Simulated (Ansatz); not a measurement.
An input meant for C2H7BO⁺, that is BMe2(OH) with one electron fewer (charge 1, doublet; atoms displaced at random, 0.08 Å in each coordinate).

```yaml
crystal:
  periodic: [false, false, false]
  atoms:
    - {symbol: B, position_ang: [-0.271934, -0.499094, 0.032767]}
    - {symbol: C, position_ang: [1.390286, -0.275978, -0.135061]}
    - {symbol: C, position_ang: [-0.940499, 1.028889, -0.010586]}
    - {symbol: O, position_ang: [-0.648662, -1.634623, 0.334073]}
    - {symbol: H, position_ang: [1.898232, 0.332885, -0.998273]}
    - {symbol: H, position_ang: [1.971531, -1.346488, -0.197942]}
    - {symbol: H, position_ang: [1.910724, 0.132226, 0.768693]}
    - {symbol: H, position_ang: [-2.117500, 0.683782, 0.285619]}
    - {symbol: H, position_ang: [-1.022108, 1.521301, -0.955581]}
    - {symbol: H, position_ang: [-0.563482, 1.757064, 0.688988]}
    - {symbol: H, position_ang: [-1.595339, -1.449073, 0.275975]}
basis:
  gaussian: {orbitals: def2-SVPD, fitting: {mean_field: cc-pVTZ-jkfit}}
total_charge: 1
magnetization: {spin_polarized: true, initial_magnetization: 1}
hamiltonian: {xc: {name: HF}}
correlation: {method: mp2, frozen_orbitals: {B: 0}}
scf: {lower_state_search: off}
```

```sh
$ ansatz run in.yaml --threads 2 --pin off --events-out ev --progress --plain --max-ram 4352MiB
```

It prints (some lines left out):

```
Functional definition: HF
Error: "frozen_orbitals" has no count for C
```

In this input frozen orbitals are typed for one element alone, and the program wants a count for each (the count typed has to fit that element's core, too). The program refused the input.
